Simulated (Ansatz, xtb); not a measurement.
# Relative energy of two isomers of FHPTe−

We compare I, `F[Te][PH-]`, a singlet, with II, `FP[Te-]`, a singlet. Both are isolated ions in the gas phase, relaxed with B3LYP-D3(BJ)/def2-SVPD; the shapes shown needn't be the lowest conformers.

I (Å):

```xyz
4

F    -2.0952   -0.3917    1.4059
P     1.1211   -0.0665   -0.3857
Te   -0.5846   -1.5249    0.4211
H     1.9493   -0.0543    0.7964
```

II (Å):

```yaml
atoms:
  - { symbol: F, position_ang: [-0.9445, 1.3968, 1.1434] }
  - { symbol: P, position_ang: [0.4198, 1.4788, 0.1043] }
  - { symbol: Te, position_ang: [-0.4501, 1.6863, -2.1883] }
  - { symbol: H, position_ang: [0.6028, 0.0513, 0.1256] }
```

Problem. Estimate E(II) − E(I) at the level CCSD(T)/def2-TZVPPD.

Solution. Calculated at CCSD(T)/def2-TZVPPD: E(II) − E(I) = −1.072 eV, so structure II lies lower.

How the difference moves with the method:

```tsv
level	geometry	E(II) − E(I) (eV)	departure from the last row (eV)	job, with rough time for the two
GFN2-xTB	GFN2-xTB	−0.388	+0.684	optimisation, 0.088 s
HF/STO-3G	GFN2-xTB	−3.522	−2.450	single point, 0.46 s
r2SCAN-D4/def2-SVPD	GFN2-xTB	−0.933	+0.139	single point, 3 s
B3LYP-D3(BJ)/def2-SVPD	B3LYP-D3(BJ)/def2-SVPD	−0.958	+0.114	optimisation, 26 s
HF/def2-TZVPPD	B3LYP-D3(BJ)/def2-SVPD	−1.552	−0.480	part of the CCSD(T) run
MP2/def2-TZVPPD	B3LYP-D3(BJ)/def2-SVPD	−1.141	−0.069	part of the CCSD(T) run
CCSD(T)/def2-TZVPPD	B3LYP-D3(BJ)/def2-SVPD	−1.072		single point, 1.9 min
```

As drawn, II has 1 F–P in place of 1 F–Te.

The levels shown agree on the order. The largest departure from CCSD(T)/def2-TZVPPD is that of HF/STO-3G, 2.450 eV.

With harmonic frequencies from B3LYP-D3(BJ)/def2-SVPD (ideal gas, rigid rotor, one conformer each, 200 K, 1 atm): the zero-point term adds +0.044 eV; ΔH is −1.034 and ΔG −1.023 eV.

The T1 diagnostic of structure I is large, so the coupled-cluster value is less sure. The correlated steps freeze 10 core orbitals; the filled d shell of Te is correlated, in a basis made for valence electrons. Atoms past krypton carry core potentials in the def2 sets, other sets are all-electron and non-relativistic, and no spin–orbit term is included. Codes used: Ansatz 0.2.0, xtb 6.7.1; the last row on 2 threads of Arm Neoverse V2 on a shared host.
